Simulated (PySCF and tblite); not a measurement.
C5HBClFN2, numbered as in [N:1]#[C:2][c:3]1[b:4][n:5][cH:6][c:7]([F:8])[c:9]1[Cl:10].

Search: ETKDG and KDG, GFN2-xTB, 45 starts; geometries at GFN2-xTB. Free energies are PBE0-D3(BJ)/pcSseg-1 single points with GFN2-xTB rigid-rotor and vibrational terms (modes under about 100 cm⁻¹ blended into free rotors). Symmetry numbers and mirror images are counted. Conformers within 2.5 kcal/mol (GFN2-xTB free energy) were kept, 4 at most. GIAO shieldings: PBE0/pcSseg-1. Shifts are against TMS (¹H), TMS (¹³C), CFCl3 (¹⁹F), BF3·OEt2 (¹¹B), NH3 (¹⁵N) at the same level. (PySCF 2.14, tblite 0.8.)

(1) Predict the averaged NMR shifts at 298.15 K.

Unscaled ¹⁹F and ¹⁵N shifts at such levels can be off by tens of ppm; differences between conformers or isomers are more reliable. Shifts are unscaled: against experiment ¹³C can be off by 15 ppm or more and ¹H by 0.8 ppm.

Answers

(1) ¹H: 7.88 (H6, 1H) ppm. ¹³C: 162.6 (C7), 157.2 (C9), 148.2 (C6), 116.7 (C2), 85.9 (C3) ppm. ¹⁹F: -136.8 (F8) ppm. ¹¹B: 60.2 (B4) ppm. ¹⁵N: 334.2 (N1), 295.2 (N5) ppm.


¹⁵N shifts are against a computed isolated NH3 molecule, about 20 ppm from the liquid.